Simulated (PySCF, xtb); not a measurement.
Al(Me)2(NH2) (C₂H₈AlN), SMILES [CH3][Al]([CH3])[NH2].

xtb with GFN2-xTB at its own geometry gives an orbital gap of 4.51 eV and a dipole moment of 0.47 D.

The structure is a stationary point at B3LYP-D3(BJ)/def2-SVP. The structure was generated by enumeration; whether it is a known compound was not checked. Other conformers were not sampled.

Problem. What does PySCF with PBE/def2-TZVP give? (An estimate is asked for; the answer gives what the named calculation found.)

Solution. gap 5.37 eV (levels -5.80 and -0.42 eV), dipole 0.72 D.
